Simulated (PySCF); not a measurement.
Species: [TaCl6]- (charge -1 and singlet state).
Bonds: Ta1–Cl2, Ta1–Cl3, Ta1–Cl4, Ta1–Cl5, Ta1–Cl6, Ta1–Cl7.

Method: PySCF 2.14.0, PBE0-D3(BJ)/def2-SVP geometry optimisation, gas phase, def2 core potentials past Kr; density fitting, grid level 1; the optimiser is geomeTRIC in internal coordinates, started from a GFN2-xTB structure with every atom displaced at random (about 0.03 Å).

Step 1: E = -76652.2975 eV
```
atom  x, y, z in Å  |  force x, y, z in eV/Å
Ta1     0.0400   -0.0464    0.0048   -0.395   0.454  -0.184
Cl2    -0.0601    0.0040    2.3623    0.162  -0.096   0.140
Cl3     0.0147    0.0164   -2.3633   -0.006  -0.076  -0.091
Cl4     2.3913    0.0432   -0.0499    0.198  -0.155   0.130
Cl5    -2.3354   -0.0511   -0.0277   -0.048   0.007  -0.036
Cl6     0.0190    2.3325    0.0155   -0.039   0.027   0.009
Cl7     0.0224   -2.4006   -0.0102    0.127  -0.161   0.032
```

Step 2: E = -76652.2365 eV
```
atom  x, y, z in Å  |  force x, y, z in eV/Å
Ta1     0.0152   -0.0060   -0.0135   -0.053  -0.481   0.171
Cl2     0.0830   -0.0165    2.3647   -0.293   0.037  -0.025
Cl3    -0.0405    0.0332   -2.3750    0.288  -0.090  -0.158
Cl4     2.3621   -0.0647    0.0729    0.354   0.234  -0.279
Cl5    -2.3383    0.0133   -0.1020   -0.296  -0.250   0.283
Cl6    -0.0825    2.3400   -0.0150    0.242   0.330   0.073
Cl7     0.0929   -2.4012   -0.0007   -0.242   0.219  -0.065
```

Step 3: E = -76652.3080 eV
```
atom  x, y, z in Å  |  force x, y, z in eV/Å
Ta1     0.0321   -0.0333   -0.0019   -0.304   0.222  -0.096
Cl2     0.0069   -0.0057    2.3635   -0.040  -0.045   0.059
Cl3    -0.0187    0.0231   -2.3700    0.162  -0.082  -0.071
Cl4     2.3876   -0.0110    0.0108    0.161   0.037  -0.059
Cl5    -2.3399   -0.0168   -0.0669   -0.061  -0.129   0.140
Cl6    -0.0339    2.3400    0.0020    0.123   0.037   0.035
Cl7     0.0577   -2.3983   -0.0059   -0.040  -0.040  -0.008
```

Problem. Estimate the geometry and energy of step 4. (The exact step hangs on the optimiser's Hessian estimate; all steps are aligned on step 3, rigid shifts and turns removed.)

Solution. E = -76652.3226 eV, largest force 0.151 eV/Å
```
atom  x, y, z in Å  |  force x, y, z in eV/Å
Ta1     0.0201   -0.0222   -0.0057   -0.113   0.085  -0.053
Cl2    -0.0116   -0.0179    2.3670    0.008  -0.009  -0.058
Cl3     0.0029    0.0116   -2.3807    0.054  -0.047   0.062
Cl4     2.3899    0.0109   -0.0089   -0.029  -0.027   0.003
Cl5    -2.3562   -0.0430   -0.0469    0.072  -0.007   0.050
Cl6     0.0015    2.3532    0.0075   -0.004  -0.058   0.017
Cl7     0.0453   -2.3946   -0.0009    0.013   0.062  -0.020
```

The energy changes by -0.0146 eV. The first-order estimate −F·Δx gives -0.0280 eV and the mean of the old and new forces, exact on a quadratic surface, -0.0149 eV. The step makes an angle of 45° with the force vector and moves no atom by more than 0.038 Å.

What follows is the cost of the whole optimisation. On 2 threads, Arm Neoverse N1 (aarch64), no GPU, shared host with 64 logical CPUs at a one-minute load of 61, this took 2.5 min wall, 3.5 min CPU and 0.60 GiB of memory at its peak.
